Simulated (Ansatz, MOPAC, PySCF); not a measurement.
Torsion H4–S1–Si2–I3 in HISSi (SMILES S[Si]I); at each angle all else is relaxed with GFN2-xTB, and the levels are single points there.
Geometry at 180° (charge 0, multiplicity 1):
```tsv
atom	x (Å)	y (Å)	z (Å)
S	-1.3050	0.4472	0.4993
Si	0.6233	0.9406	-0.3733
I	1.1301	2.9769	0.9600
H	-1.5068	-0.6303	-0.2503
```

On the grid 0° to 330°, 270° is the highest and 180° the lowest point at CCSD(T)/CBS(def2-TZVPP, def2-QZVPP).

Rows in 3-21G carry no dispersion term and start afresh at each structure; the Pople sets are all-electron and without relativity. The state that PM6 reach isn't checked.

The values were computed with Ansatz (a program for electronic structure); MOPAC for PM6 (differences of heats of formation); PySCF for 3-21G rows, the dispersion terms. Each number belongs to the level named beside it. In def2 rows elements past Kr take small-core potentials, without spin–orbit coupling.

Problem. One of these levels gives 10.68 kcal/mol for the energy at 270° less that at 180°. Which?
A. HF/3-21G
B. PBE-D3(BJ)/def2-TZVPP
C. PM6

Solution. A, HF/3-21G. The others give 4.23 (PM6), 12.19 (PBE-D3(BJ)/def2-TZVPP)
